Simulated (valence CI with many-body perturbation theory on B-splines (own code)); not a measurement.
# Run record, Tb⁴³⁺

Calculated by valence CI with perturbative core correlation (CI+MBPT): four valence electrons over a frozen Dirac-Fock core [Ar], a basis of 9 s, 9 p, 10 d, 8 f, 5 g, 3 h, 1 i functions for each j, with the one-electron correlation potential Σ1 (screened to all orders), the two-electron term Σ2, the three-electron term Σ3, Breit, model QED; selected single and double excitations, second order for the rest (own B-spline code, finite nucleus).

Command, and the settings that its task file holds:

```sh
python run_cv.py task.json out
```

```
atom Tb  Z=65  mass_number=159  rms_radius_fm=5.0600
core [Ar]
valence 3d4
avg = 1
basis = L
breit = 1
cap = 40000
capref = 1200
cscale = 1
de = 0.0
dress = 0
eps = 2e-08
h = 0.27
hh = 1
l2 = 3
lcore = 6
maxit = 60
n2 = 5
natural = 1
nlev = 60
nno = [6, 6, 7, 6, 4, 3, 1]
nroot = 26
nsp = [3, 3, 3, 2, 1, 0, 0]
pt2 = 1
qed = 1
rpa = 1
s1 = 1
s2 = 1
s3 = 1
screen = 1
tol = 2e-05
```

It took 93 s on 1 thread of Arm Neoverse V2 (shared host).

Log. The first blocks belong to the next ion, which gives the ionisation energy. Fields: 2J, parity (1 odd), roots, reference size, generating configurations, candidates as configurations/state functions, variational space P, stored matrix elements, Davidson steps; e2 is the range of second-order energies in hartree. The first line gives the box (bohr), its intervals, the orbitals and the steps of their self-consistent field. Window is the range of levels sought, series limit the energy at which the first omitted orbital would enter, core excitation an estimate of the first excitation out of the core, left out the lowest levels not solved, and shifts from estimates the range by which levels moved from their first estimate, all in cm⁻¹.

```
rmax 2.6 intervals 56 orbitals 81 references ['3d4', '3d3 4s', '3d3 4p'] scf 3 t 0.8
2J=3 par=0 roots 2 ref 41 generators 4 cand 3047/7521 P 1468/3731 nnz 3.9e+06 it 4
2J=3 par=0 roots 2 ref 41 generators 4 cand 1601/3831 P 1962/5065 nnz 6.8e+06 it 4
   second order: generators 6 cand 2531/5762 e2 -0.00001 -0.00001
2J=5 par=0 roots 2 ref 45 generators 3 cand 3216/9392 P 1254/3998 nnz 4.4e+06 it 4
2J=5 par=0 roots 2 ref 45 generators 3 cand 1983/5439 P 2047/6372 nnz 1.1e+07 it 4
   second order: generators 5 cand 4268/11982 e2 -0.00002 -0.00001
reference levels 704, estimated 34, window 1548600 1/cm; series limit 21598583, core excitation 2028683
2J=0 par=0 roots 5 ref 19 generators 4 cand 3191/5612 P 3221/6060 nnz 7.1e+06 it 4
2J=0 par=0 roots 5 ref 19 generators 4 cand 1166/2070 P 3779/7097 nnz 9.8e+06 it 4
   second order: generators 6 cand 5349/14321 e2 -0.00002 -0.00000
2J=2 par=0 roots 4 ref 43 generators 3 cand 4277/19663 P 1505/8000 nnz 1.5e+07 it 4
2J=2 par=0 roots 4 ref 43 generators 3 cand 3215/14203 P 3377/17008 nnz 6.3e+07 it 5
   second order: generators 4 cand 4534/30745 e2 -0.00002 -0.00001
2J=8 par=0 roots 7 ref 48 generators 4 cand 4553/35082 P 929/7996 nnz 1.5e+07 it 6
2J=8 par=0 roots 7 ref 48 generators 4 cand 3922/29623 P 3069/24880 nnz 1.3e+08 it 7
   second order: generators 5 cand 4982/58013 e2 -0.00010 -0.00006
2J=4 par=0 roots 8 ref 61 generators 4 cand 4577/30383 P 1016/8000 nnz 1.5e+07 it 5
2J=4 par=0 roots 8 ref 61 generators 4 cand 3883/24929 P 3593/25108 nnz 1.3e+08 it 5
   second order: generators 5 cand 4506/45721 e2 -0.00004 -0.00002
2J=6 par=0 roots 6 ref 57 generators 3 cand 4615/35099 P 897/7999 nnz 1.6e+07 it 5
2J=6 par=0 roots 6 ref 57 generators 3 cand 4006/29656 P 2930/24270 nnz 1.3e+08 it 5
   second order: generators 4 cand 5173/57919 e2 -0.00010 -0.00006
2J=10 par=0 roots 2 ref 29 generators 2 cand 4311/30438 P 943/7980 nnz 1.7e+07 it 4
2J=10 par=0 roots 2 ref 29 generators 2 cand 3682/24975 P 2782/22365 nnz 1.2e+08 it 5
   second order: generators 2 cand 1843/10590 e2 -0.00004 -0.00003
2J=12 par=0 roots 2 ref 15 generators 2 cand 3816/23879 P 1204/8000 nnz 1.7e+07 it 4
2J=12 par=0 roots 2 ref 15 generators 2 cand 3029/18392 P 2950/18928 nnz 8.4e+07 it 5
   second order: generators 2 cand 1283/7464 e2 -0.00003 -0.00002
left out: unestimated 11215325, estimated none, shifts from estimates -302 to 34
operators 1.2
```

The Davidson iterations converged.

No measured spectrum was set against this ion. As an estimate, large intervals hold to a few tenths of a per cent, small ones and those within an open d or f shell to about a per cent. Only levels of the ground parity were solved; by the run's estimate the other parity begins above the list, which can be wrong where configurations are misplaced.

* Valence energy: -534.5421 hartree
* Ionisation energy: 3458.7 eV (NIST: 3458 ± 4 eV (theoretical))
* Reference configurations for the orbitals: 3d4, 3d3 4s, 3d3 4p
* Radial orbitals: 81
* Box radius: 2.605 bohr
* Largest variational space: 25108
* Lowest levels: (3d3/2^4) J=0 0, (3d3/2^3 3d5/2) J=1 255050, (3d3/2^3 3d5/2) J=4 338960, (3d3/2^3 3d5/2) J=2 346520, (3d3/2^3 3d5/2) J=3 373260, (3d3/2^2 3d5/2^2) J=0 [a] 571080, (3d3/2^2 3d5/2^2) J=2 [a] 585580, (3d3/2^2 3d5/2^2) J=4 [a] 590570, (3d3/2^2 3d5/2^2) J=3 [a] 604880, (3d3/2^2 3d5/2^2) J=5 633620, (3d3/2^2 3d5/2^2) J=6 653990, (3d3/2^2 3d5/2^2) J=1 659620, (3d3/2^2 3d5/2^2) J=4 [b] 688820, (3d3/2^2 3d5/2^2) J=3 [b] 690790 cm⁻¹

Levels are named by their leading jj configuration (3d3/2^4 stands for four electrons in 3d with j = 3/2), which in mixed levels can hold well under half, so a name can repeat and another be missing. Letters in brackets count levels of one name in rising energy.
